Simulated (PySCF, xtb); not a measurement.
MoF3H3, SMILES [F][MoH3]([F])[F], multiplicity 1.

Harmonic wavenumbers (cm⁻¹) from xtb with GFN2-xTB at its own minimum, in rising order: 129, 129, 229, 403, 495, 495, 522, 647, 648, 1077, 1077, 1080, 1723, 1776, 1776.

### Question
What does PBE-D3(BJ)/def2-SVP (PySCF) give at its own minimum? (Estimate from the structure and the level; the computed values follow.)

### Answer
158, 158, 256, 379, 649, 649, 653, 724, 725, 1012, 1012, 1134, 1981, 1981, 2021. Paired by order, the mean absolute difference is 106 cm⁻¹ and the zero-point energies are 17.4 and 19.3 kcal/mol.
